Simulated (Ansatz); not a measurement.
`[SiH3][SiH2][TeH]` + H–F → `F[SiH2][TeH]` + SiH₄ at 400 K and 1 bar (cleavage of the Si–Si bond).

Computed with Ansatz on PBE0-D4/def2-TZVP structures; ΔE is electronic, products minus reactants. CCSD(T)/CBS is the MP2 limit (def2-TZVPP, def2-QZVPP) plus CCSD(T) − MP2 in def2-TZVPP, frozen cores. This one scheme is used for every species. def2 core potentials past Kr. For Te outer-core shells are correlated without core-valence functions, which leaves a few kJ/mol of doubt a bond.

```csv
species,CCSD(T)/CBS energy (Eh),H − E (kJ/mol),S (J/(mol·K))
`[SiH3][SiH2][TeH]`,-849.49595,160.5,401.4
H–F,-100.39570,36.5,182.2
`F[SiH2][TeH]`,-658.47489,95.0,340.0
SiH₄,-291.46306,96.9,218.6
```

H − E and S are ideal-gas, rigid-rotor, harmonic terms from PBE0-D4/def2-TZVP, for one conformer and one mirror image of each species. 1 Eh = 2625.50 kJ/mol, R = 8.31446 J/(mol·K).

**Question.** By hand: ΔE, ΔH, ΔS and ΔG.

**Answer.** ΔE = (-658.47489) + (-291.46306) − (-849.49595) − (-100.39570) = -0.04630 Eh = -121.6 kJ/mol. Δ(H − E) = 95.0 + 96.9 − 160.5 − 36.5 = -5.1, so ΔH = -126.7 kJ/mol. ΔS = 340.0 + 218.6 − 401.4 − 182.2 = -25.0 J/(mol·K). ΔG = -126.7 − 400 × (-25.0)/1000 = -116.7 kJ/mol.

**Question.** By hand: the equilibrium constant, and the temperature at which ΔG would vanish if ΔH and ΔS stayed fixed.

**Answer.** log₁₀ K = −ΔG/(RT ln 10) = 15.2. ΔG = 0 at ΔH/ΔS = 5068 K, far beyond where these terms or the molecules hold.

ΔH outweighs TΔS. A doubt of 5 kJ/mol in ΔE shifts log₁₀ K by 0.7 here. Other conformers and mirror images would add mixing entropy, several J/(mol·K) or more a flexible species. Modes under 60 cm⁻¹, often nearly free rotors, make the harmonic entropy too high. These are equilibria of isolated gas molecules and say nothing of rates. Largest T1 diagnostic: 0.012 (customary marks: 0.02 for closed shells, 0.045 for open ones).
